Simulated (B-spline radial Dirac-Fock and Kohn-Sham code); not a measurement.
# Binding energies of Ir at several levels of theory

System: atomic iridium in the configuration [Xe] 4f14 5d7 6s2.

The density-functional columns are spherical, spin-unpolarised Dirac-Kohn-Sham results without Breit or QED terms: −ε is minus the orbital energy of the initial state and ΔSCF the difference of two total energies, and "half-occupied" is minus the orbital energy with half an electron removed (Slater transition state). The reference in the last column comes from Dirac-Fock energy differences between relaxed states, corrected for Breit and QED terms. All numbers are from a radial finite-basis atomic code, in eV; a selection of levels is shown. For the 1s level of heavy atoms much of the gap between ΔSCF and the reference is the Breit and QED part, -399.0 eV here; for other levels the error of the functional can be larger.

```tsv
level	PBE −ε	PBE ΔSCF	LDA ΔSCF	LDA half-occupied	PBE0 −ε	Dirac-Fock
K (1s)	75983.0	76569.5	76505.5	76506.8	76140.0	76118.1
L1 (2s)	13282.8	13388.7	13379.9	13379.7	13348.5	13437.0
L2 (2p1/2)	12727.4	12865.0	12860.9	12860.7	12782.6	12835.7
L3 (2p3/2)	11099.9	11216.1	11213.8	11213.6	11154.3	11226.5
M1 (3s)	3106.5	3136.2	3133.8	3133.6	3138.8	3190.6
M2 (3p1/2)	2856.9	2889.0	2888.1	2887.9	2885.0	2923.9
M3 (3p3/2)	2500.5	2529.2	2528.8	2528.6	2527.2	2567.4
M5 (3d5/2)	2005.4	2039.2	2039.5	2039.3	2026.8	2052.3
N1 (4s)	662.7	675.6	674.4	674.3	678.9	708.2
N2 (4p1/2)	557.2	570.1	569.5	569.4	571.4	595.2
N3 (4p3/2)	472.9	485.1	484.4	484.3	486.5	510.7
N5 (4d5/2)	284.0	295.8	295.7	295.6	294.3	309.9
N6 (4f5/2)	63.77	74.79	75.17	75.04	69.53	72.75
N7 (4f7/2)	60.65	71.56	71.93	71.80	66.36	69.76
O1 (5s)	97.69	104.6	105.0	104.9	102.8	110.9
O2 (5p1/2)	64.56	71.12	71.49	71.40	68.37	73.24
O3 (5p3/2)	50.98	57.19	57.40	57.32	54.61	59.76
O4,5 (5d)	7.17	12.20	12.43	12.36	7.90	10.74
P1 (6s)	6.34	9.88	10.18	10.15	7.09	7.76
```

**Question.** Order the estimates of the K (1s) level by their distance from the Dirac-Fock value, nearest first.
A. PBE −ε
B. LDA ΔSCF
C. LDA half-occupied
D. PBE ΔSCF
E. PBE0 −ε

**Answer.** E (21.9 eV), A (135.0 eV), B (387.5 eV), C (388.7 eV), D (451.5 eV).

An eigenvalue near the reference for a deep level is a cancellation of errors: it lacks relaxation, carries self-interaction and omits Breit and QED terms.

For the outermost level NIST gives 8.96702 eV (measured); the differences from it are PBE −ε -2.63, PBE ΔSCF +0.92, LDA ΔSCF +1.21, LDA half-occupied +1.18, PBE0 −ε -1.88, Dirac-Fock -1.21 eV.

Values without a named source are computed, but for edge energies of neutral atoms, which are taken from tables.
